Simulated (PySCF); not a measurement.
# A PySCF run on Cs₂

State: ¹Σg⁺ (singlet), closed shell.

An equivalent input (the run itself took its basis sets from the Basis Set Exchange, started from a PBE0 density and held the occupation σ 5α 5β, πx 2α 2β, πy 2α 2β):

```python
from pyscf import gto, scf, cc
mol = gto.M(atom='Cs 0 0 0; Cs 0 0 4.768', basis={'Cs': 'def2-SVP'}, ecp={'Cs': 'def2-SVP'},
            charge=0, spin=0, verbose=4, symmetry='C2v')
mf = scf.RHF(mol)
mf.irrep_nelec = {'A1': 10, 'B1': 4, 'B2': 4}
mf.conv_tol = 1e-9
mf.max_cycle = 60
mf.diis_space = 10
mf.kernel()
mycc = cc.CCSD(mf, frozen=[46, 47])
mycc.run(conv_tol=1e-7, conv_tol_normt=1e-5, max_cycle=80, diis_space=8)
et = mycc.ccsd_t()
```

The SCF ended at -39.70336351 hartree. The coupled-cluster part of the log:

```
******** <class 'pyscf.cc.ccsd.CCSD'> ********
CC2 = 0
CCSD nocc = 9, nmo = 46
frozen orbitals [46, 47]
max_cycle = 80
direct = 0
conv_tol = 1e-07
conv_tol_normt = 1e-05
diis_space = 8
diis_start_cycle = 0
diis_start_energy_diff = 1e+09
Init t2, MP2 energy = -39.7962951017584  E_corr(MP2) -0.0929315940439931
Init E_corr(CCSD) = -0.0929315940440251
cycle = 1  E_corr(CCSD) = -0.100918116433308  dE = -0.00798652239  norm(t1,t2) = 0.064387
cycle = 2  E_corr(CCSD) = -0.104243742089494  dE = -0.00332562566  norm(t1,t2) = 0.0311395
cycle = 3  E_corr(CCSD) = -0.106346800942386  dE = -0.00210305885  norm(t1,t2) = 0.0170444
cycle = 4  E_corr(CCSD) = -0.106406952914637  dE = -6.01519723e-05  norm(t1,t2) = 0.00393632
cycle = 5  E_corr(CCSD) = -0.106272448748444  dE = 0.000134504166  norm(t1,t2) = 0.00149954
cycle = 6  E_corr(CCSD) = -0.106298402164102  dE = -2.59534157e-05  norm(t1,t2) = 0.000480646
cycle = 7  E_corr(CCSD) = -0.106297037315071  dE = 1.36484903e-06  norm(t1,t2) = 0.000153731
cycle = 8  E_corr(CCSD) = -0.106296477340285  dE = 5.59974787e-07  norm(t1,t2) = 6.26764e-05
cycle = 9  E_corr(CCSD) = -0.106296853825391  dE = -3.76485106e-07  norm(t1,t2) = 2.50163e-05
cycle = 10  E_corr(CCSD) = -0.106296567169543  dE = 2.86655848e-07  norm(t1,t2) = 9.46072e-06
cycle = 11  E_corr(CCSD) = -0.106296622279916  dE = -5.51103727e-08  norm(t1,t2) = 3.2884e-06
CCSD converged
E(CCSD) = -39.80966012999434  E_corr = -0.1062966222799156
CCSD(T) correction = -0.00358126700927748
```

T1 diagnostic 0.017, D1 0.062, 18 electrons correlated, 2 of the virtual orbitals (those above 20 hartree) left out.

Repeating this along the bond gives Re = 4.791 Å and ωe = 36.3 cm⁻¹.

A point of this curve took 1.5 CPU seconds beside 0.093 for the integrals, on Oxide Virtual Turin-like (shared host).

Correlated steps freeze no core orbitals. Spin–orbit coupling is left out.
